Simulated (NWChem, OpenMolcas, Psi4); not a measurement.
How basis sets differ on CH2GeN (SMILES N#[C][GeH2])

CH2GeN: 5 atoms, total charge 0, spin state doublet. As SMILES, `N#[C][GeH2]`. The coordinates come from a PBE0-D4/def2-TZVP relaxation.

Each level gives the dipole moment (D). The values are calculated.

| level | kind | program | value (D) | CPU time |
| --- | --- | --- | --- | --- |
| ROHF/ANO-S-MB | Hartree–Fock | OpenMolcas | 4.34 | 5.1 s |
| UHF/STO-3G | Hartree–Fock | NWChem | 3.65 | 13 s |
| UHF/3-21G | Hartree–Fock | NWChem | 3.66 | 15 s |
| UHF/def2-SVPD | Hartree–Fock | Psi4 | 3.97 | 17 s |

All-electron rows without a relativistic Hamiltonian named are non-relativistic. The values span 3.65 to 4.34 D. Spin contamination of the reference (⟨S²⟩ at least 0.1 too high) touches UHF/STO-3G. Magnitudes only. Sets without polarisation functions give poor dipoles. Times are those of the runs behind each value, whatever else they computed, on shared processors of several kinds: orders of magnitude only.
